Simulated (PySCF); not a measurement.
This PySCF input asks for the NMR shieldings of `C=C(C)B[SiH2]C`, C4H11BSi; the geometry comes from GFN2-xTB.

```python
import basis_set_exchange as bse
import numpy as np
from pyscf import gto, dft
from pyscf.prop import nmr

atoms = """
C    -2.327724   -0.378680   -1.364856
C    -1.316675   -0.083139   -0.538154
C    -1.424483    1.131240    0.344722
B    -0.076613   -1.010665   -0.438885
Si    1.226719   -0.906200    1.023749
C     2.551272    0.410457    0.605853
H    -2.292372   -1.234859   -2.017963
H    -3.234146    0.208714   -1.408790
H    -0.582530    1.798416    0.165584
H    -2.347025    1.680508    0.165116
H    -1.390328    0.835916    1.392128
H     0.061203   -1.795355   -1.302731
H     1.977627   -2.151655    1.286907
H     0.696547   -0.532583    2.353508
H     3.323107    0.445624    1.367772
H     2.116383    1.403180    0.531664
H     3.032040    0.191110   -0.343559
"""
names = dict.fromkeys(["C", "B", "Si", "H"], "pcSseg-1")
basis = {el: gto.basis.parse(bse.get_basis(n, elements=[el], fmt="nwchem")) for el, n in names.items()}
mol = gto.M(atom=atoms, basis=basis, charge=0, verbose=0)
mf = dft.RKS(mol, xc="PBE0")
mf.grids.level = 2
mf.grids.alignment = dft.numint.BLKSIZE   # the property module wants whole blocks of grid points
mf.conv_tol = 1e-9
mf.kernel()

calc = nmr.RKS(mf)   # GIAO
C = mf.mo_coeff
Co = C[:, mf.mo_occ > 0]
resp = mf.gen_response(singlet=True, hermi=2)
def vind(x):   # induced exchange potential for any number of trial vectors
    d = np.einsum("pi,xij,qj->xpq", C, 2 * x.reshape(-1, C.shape[1], Co.shape[1]), Co, optimize=True)
    return np.einsum("xpq,pi,qj->xij", resp(d - d.transpose(0, 2, 1)), C, Co, optimize=True).ravel()
mo1, _ = nmr.rhf.solve_mo1(calc, with_cphf=vind)
sigma = calc.kernel(mo1)
for i, s in enumerate(sigma):   # ppm
    print("%2d %-2s %9.2f" % (i, mol.atom_pure_symbol(i), np.trace(s) / 3))
```

Task: Give the expected output.

Result: 
```
 0 C      34.87
 1 C      21.32
 2 C     158.95
 3 B       5.92
 4 Si    430.99
 5 C     198.10
 6 H      25.61
 7 H      25.09
 8 H      29.40
 9 H      29.77
10 H      28.90
11 H      22.89
12 H      27.69
13 H      27.65
14 H      31.29
15 H      31.72
16 H      31.68
```

These numbers come from an equivalent density-fitted implementation of the same equations, which agrees with the script to about 0.01 ppm for H and up to a few tenths of a ppm for heavy atoms, so last digits may differ.

Size and cost of the density-fitted run: 164 basis functions, 22 s wall time on 1 thread of an Arm Neoverse V2, shared host; peak memory 0.75 GiB.
